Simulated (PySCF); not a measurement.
## How the method moves the HOMO and LUMO of `COB(F)P`

Species: CH₅BFOP.
Z-matrix (Å and degrees, PBE0-D3(BJ)/def2-SVP geometry), rows numbered from 1:
```
C 
O   1  1.4111
B   2  1.3415  1  123.52
F   3  1.3367  2  120.27  1    -1.18
P   3  1.9294  2  120.21  1  -176.54
H   1  1.1001  2  108.95  3  -121.11
H   1  1.1000  2  109.05  3   120.70
H   1  1.0999  2  112.01  3    -0.25
H   5  1.4234  3   95.86  2   -39.89
H   5  1.4250  3   95.52  2  -136.28
```

Basis pcSseg-2 throughout (PySCF), one geometry. Isolated species at its PBE0-D3(BJ)/def2-SVP geometry (one conformer only).

How do the orbital energies, the gap and the dipole change with the method?

```tsv
method	kind	HOMO (eV)	LUMO (eV)	gap (eV)	μ (D)	SCF cycles
BLYP	GGA	-6.20	-0.73	5.46	1.88	15
B97-D	GGA	-6.31	-0.70	5.61	1.90	15
PBE	GGA	-6.35	-0.85	5.50	1.91	15
OPBE	GGA	-6.36	-0.70	5.65	1.93	15
KT2	GGA	-6.43	-0.85	5.59	1.82	15
BP86	GGA	-6.44	-0.90	5.55	1.92	15
LDA	LDA	-6.44	-1.06	5.39	1.96	15
KT3	GGA	-6.45	-0.83	5.62	1.80	15
B97-2	global hybrid	-7.27	0.08	7.35	1.91	14
B3LYP	global hybrid	-7.29	-0.16	7.13	1.89	14
PBE0	global hybrid	-7.51	0.09	7.60	1.92	13
mPW1PW91	global hybrid	-7.54	0.08	7.62	1.91	13
BHandHLYP	global hybrid	-8.55	0.90	9.45	1.89	12
CAM-B3LYP	range-separated hybrid	-8.81	1.04	9.85	1.94	13
wB97X-D	range-separated hybrid	-9.36	1.90	11.26	1.97	14
HF	Hartree–Fock	-10.16	2.58	12.74	1.94	11
LC-wPBE	range-separated hybrid	-10.16	2.23	12.39	2.04	13
```

The HOMO spans 3.97 eV, from BLYP down to LC-wPBE, and the gap runs from 5.39 eV (LDA) to 12.74 eV (HF). Over the methods BLYP (0 %), B97-D (0 %), PBE (0 %), OPBE (0 %), KT2 (0 %), BP86 (0 %), LDA (0 %), KT3 (0 %), B97-2 (21 %), B3LYP (20 %), PBE0 (25 %), mPW1PW91 (25 %), BHandHLYP (50 %), HF (100 %), a straight line through the gap against the share of exact exchange rises by 0.73 eV for each 10 % (correlation coefficient 0.998). The dipole ranges from 1.80 D (KT3) to 2.04 D (LC-wPBE). This basis has no diffuse functions.
